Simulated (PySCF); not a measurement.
B(Br)(Me)(NH2) (CH5BBrN), SMILES NB(C)Br.

The structure is a stationary point at B3LYP-D3(BJ)/def2-SVP. This is a generated structure with no PubChem entry under its InChIKey; it may be hypothetical. The values are those of a single conformer.

Two levels are set side by side: PBE/def2-TZVP (PySCF) and HF/def2-TZVP (PySCF). Same geometry, gas phase. Differences are taken from unrounded values.

| quantity | HF | PBE | PBE minus HF |
|---|---|---|---|
| orbital gap (eV) | 13.84 | 6.06 | -7.78 |
| highest occupied level (eV) | -10.86 | -6.58 | 4.28 |
| lowest empty level (eV) | 2.98 | -0.52 | -3.50 |
| dipole moment (D) | 2.95 | 2.79 | -0.15 |
| mean polarisability (bohr³) | 50.4 | 56.1 | 5.7 |

Without exact exchange PBE keeps part of each electron's self-repulsion, which lifts occupied levels and narrows the gap. Loosely held outer electrons make PBE densities more polarisable. Differences between two approximate levels are no errors against the true value.

Rough cost on one machine, each run with all the roots and properties that it gave: HF against PBE about 1/3.
